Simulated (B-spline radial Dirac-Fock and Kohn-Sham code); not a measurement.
## L1 emission of Gd⁴⁺

System: gadolinium as Gd⁴⁺, [Xe] 4f6.

The computed values come from a B-spline atomic structure program: one-electron (LDA, Dirac) transition rates at Dirac-Fock energies.

```csv
line,multipole,energy (eV),rate (s⁻¹),share (%)
L1-L2,E1,450.8,2.12e+11,0.0345
L1-L3,E1,1138.5,7.62e+12,1.24
L1-M2,E1,6688.3,1.89e+14,30.9
L1-M3,E1,6831.7,2.71e+14,44.3
L1-M4,E2,7163.2,4.12e+12,0.673
L1-M5,E2,7193.6,6.16e+12,1.01
L1-N2,E1,8070.3,4.54e+13,7.41
L1-N3,E1,8102.3,6.77e+13,11.1
L1-N4,E2,8231.1,5.56e+11,0.0908
L1-N5,E2,8236.8,8.59e+11,0.140
L1-O2,E1,8367.3,7.80e+12,1.27
L1-O3,E1,8372.4,1.17e+13,1.91
```

The listed lines hold 100.0 % of the radiative rate. The radiative width is 0.403 eV in the length form and 0.404 eV in the velocity form; the two differ because the transition energies are not eigenvalue differences of the potential that gave the orbitals.
